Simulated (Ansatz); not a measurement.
A calculation with Ansatz (development build ahead of 0.2.0).

```yaml
crystal:
  periodic: [false, false, false]
  atoms:
    - { symbol: Tm, position_ang: [0.0, 0.0, 0.0] }
    - { symbol: "N", position_ang: [0.0, 0.0, 1.774] }
basis:
  gaussian: { orbitals: def2-TZVPP }
magnetization:
  spin_polarized: true
  initial_magnetization: 2
hamiltonian:
  xc: hf
```

The input is written out in the form of the current development build from the run's settings. The basis set brings a core potential for Tm, so the total leaves out those core electrons.

The run gave:

```yaml
Converged: yes
Total_energy: -1136.83445 hartree
Spin_squared_of_the_determinant: 3.069
Stability_test: minimum
```

Caution: another spin multiplicity may lie lower; the unrestricted determinant is a mixture of spin states.
